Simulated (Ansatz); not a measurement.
Harmonic frequencies (cm⁻¹) at PBE0-D4/def2-TZVP from Ansatz: 117, 163, 247, 266, 312, 334, 377, 496, 891, 912, 944, 987, 1093, 1167, 1200, 1329, 1390, 1407, 1472, 1487, 1492, 1501, 1595, 2980, 2983, 2992, 3048, 3048, 3083, 3084.

**Question.** Which molecule is it?
A. `C[CH2][Mg][CH3]`
B. `C[CH](C)[MgH]`
C. `C[CH2][Mg][F]`
D. `C[N](C)[MgH]`

**Answer.** B.
